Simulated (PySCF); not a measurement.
**Structure elucidation problem**

The spectra below were simulated for a compound C5H6F2OSi.

1H NMR (400 MHz, computed): δ 7.24 (m, 1H), 7.23 (m, 1H), 7.01 (m, 1H), 4.47 (s, 3H).

13C{1H} NMR (computed): δ 163.7, 155.0, 131.6, 118.5, 116.0.

- geometry: GFN2-xTB
- σ from GIAO-PBE0/pcSseg-1
- run in PySCF 2.14
- a single conformation, no solvent, non-relativistic, one averaged value for each set of equivalent atoms

Referencing at the same level of theory: 1H and 13C against TMS.

What is the structure?

Answers


The formula gives 3 degrees of unsaturation (1 ring in the answer). 5 carbon signals for 5 carbons: no two carbons are equivalent. Carbon types of the structure: 2 × C, 3 × CH, leaving 3 H on heteroatoms. δC 163.7, 155.0: substituted aromatic carbon next to the ring oxygen. δC 131.6, 118.5: aromatic CH. δC 116.0: sp3 CH bonded to 2 F, on an aromatic ring; 2 electronegative neighbours deshield it. δH 7.24, 7.23: hydrogen on an aromatic CH; aromatic region. δH 7.01: hydrogen on an sp3 CH bonded to 2 F, on an aromatic ring; its carbon carries F, which withdraws density. δH 4.47: hydrogen on a silicon bonded to C.

These data were computed for `[SiH3]c1ccc(C(F)F)o1`.

The shifts were computed for this structure.

Splittings by 19F in the carbon and heteronuclear signals aren't shown, as no couplings were computed. Shifts are as computed. Against solution values, carbons near 30 ppm lie about +3 ppm off and those near 130 ppm about +5 ppm. Of 1211 compounds with measured shifts, 218 miss one by over three times the rms of a fit or turn the order of signals round; such compounds aren't used in these exercises. Multiplicities follow the n + 1 count of equivalent neighbours, as no J values were calculated; m marks all less simple cases, F and P coupling included.
